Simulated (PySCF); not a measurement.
**A search over the determinants of SbF**

Unrestricted PBE0; basis Sb def2-TZVPP with ECP28, F def2-TZVPP; scalar-relativistic core potentials; PySCF 2.14. Outer shells of the fragments: Sb 4d10 5s2 5p3; F 2s2 2p5.

Followed along the bond (rough minima from three points):

```tsv
2Ms+1	unpaired	⟨S²⟩ at the start	R at minimum (Å)	Te (eV)
3	π ↑↑	2.00	1.92	0.00
1	π ↑↓	1.01	1.92	0.31
1	none	0.00	1.92	1.26
5	σ ↑↑, π ↑↑	6.00	none in the scan	≤ 5.45
```

Solutions found at the starting distance of 1.980 Å, counted from the lowest of them; the search is not exhaustive and high or unbound solutions are not listed, so other states can lie among these:

```
2Ms+1    unpaired   term  E (eV)  ⟨S²⟩  ⟨Lz²⟩  μ (D)
    3        π ↑↑    ³Σ⁻    0.00  2.00   0.00  -2.75
    1        π ↑↓  mixed    0.31  1.01   2.03  -2.72
    1        none  mixed    1.26  0.00   2.01  -2.62
    3    σ ↑, π ↑     ³Π    2.70  2.01   1.01  -2.28
    1    σ ↓, π ↑  mixed    3.00  1.01   1.01  -2.19
    3    σ ↑, π ↑     ³Π    5.83  2.01   1.01  -0.82
    5  σ ↑↑, π ↑↑    ⁵Σ⁻    5.96  6.00   0.00  -0.50
    1    σ ↓, π ↑  mixed    6.24  1.02   1.01  -0.32
    3        π ↑↑  mixed    6.78  2.01   2.02   2.15
    5  σ ↑, π ↑↑↑     ⁵Π    7.00  6.00   1.00   2.42
    1  σ ↓↓, π ↑↑  mixed    7.36  2.00   0.00   0.57
    3  σ ↑, π ↑↑↓  mixed    7.64  3.01   3.03   2.47
```

A term symbol is given only where ⟨S²⟩ and ⟨Lz²⟩ are close to those of a pure state; real π, δ and φ orbitals otherwise mix terms. A positive dipole means Sb(−)F(+).

Spin–orbit coupling is left out. Counting both spins, an empty level lies below a filled one in some of these solutions, because spin and occupation are held.
